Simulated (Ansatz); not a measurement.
`C[O][Zn][F]` + HCl → `C[O][Zn][Cl]` + H–F  (ligand exchange at a Zn–F bond)

Calculated with Ansatz (gas phase, PBE0-D4/def2-TZVP geometries, no zero-point term in ΔE). CCSD(T)/CBS adds triple-zeta CCSD(T) − MP2 to the extrapolated MP2 energy (def2 sets, frozen cores). This one scheme is used for every species. Functionals use def2-TZVPP. B3LYP here is the variant with VWN-RPA as its local correlation; programs differ in this. HSE06 is defined as in plane-wave codes. For Zn outer-core shells are correlated without core-valence functions, which leaves a few kJ/mol of doubt a bond. Scalar relativity is left out up to krypton. One conformer a species, not always the lowest.

```csv
level,ΔE (kcal/mol),difference from CCSD(T)/CBS
LDA (SPW92),-14.9,1.2
PBE-D4,-14.2,1.9
BLYP-D4,-12.4,3.7
r2SCAN-D4,-14.7,1.4
PBE0-D4,-16.5,-0.4
B3LYP-D4,-14.4,1.7
r2SCANh-D4,-15.6,0.5
r2SCAN0-D4,-16.7,-0.6
HSE06-D4,-16.6,-0.5
BHLYP-D4,-16.4,-0.3
CAM-B3LYP-D4,-13.9,2.2
ωB97X-V,-14.5,1.6
ωB97M-V,-15.3,0.8
B2PLYP,-14.3,1.8
PBE,-13.8,2.3
revPBE,-13.5,2.6
BLYP,-11.6,4.5
PBE0,-16.1,0.0
B3LYP,-13.8,2.3
r2SCANh,-15.4,0.7
r2SCAN0,-16.6,-0.5
HSE06,-16.2,-0.1
BHLYP,-15.7,0.4
CAM-B3LYP,-13.5,2.6
LC-ωPBE,-14.1,2.0
HF/def2-SVP,-16.5,-0.4
MP2/def2-SVP,-13.0,3.1
CCSD/def2-SVP,-12.4,3.7
CCSD(T)/def2-SVP,-12.4,3.7
HF/def2-TZVPP,-17.4,-1.3
MP2/def2-TZVPP,-15.9,0.2
SCS-MP2/def2-TZVPP,-14.7,1.4
CCSD/def2-TZVPP,-15.2,0.9
CCSD(T)/def2-TZVPP,-15.1,1.0
HF/def2-QZVPP,-16.6,-0.5
MP2/def2-QZVPP,-16.2,-0.1
SCS-MP2/def2-QZVPP,-15.0,1.1
HF/CBS(def2),-16.5,-0.4
MP2/CBS(def2),-16.8,-0.7
CCSD/CBS(def2),-16.2,-0.1
CCSD(T)/CBS,-16.1,0
```

Largest T1 diagnostic among the species: 0.017.

From PBE to PBE0 (25 % exact exchange), in def2-TZVPP and without D4, ΔE moves by −2.4 kcal/mol. Leaving LDA and LC-ωPBE aside and taking each functional with its dispersion term where it has one, the values, not all of them listed here, spread over 4.5 kcal/mol, from PBE-QIDH to BLYP-D4. LDA lies −1.1 kcal/mol from PBE without D4. In def2-TZVPP, CCSD(T) changes the Hartree–Fock value by +2.2 kcal/mol (the triples alone add +0.1 kcal/mol) and MP2 by +1.5 kcal/mol.
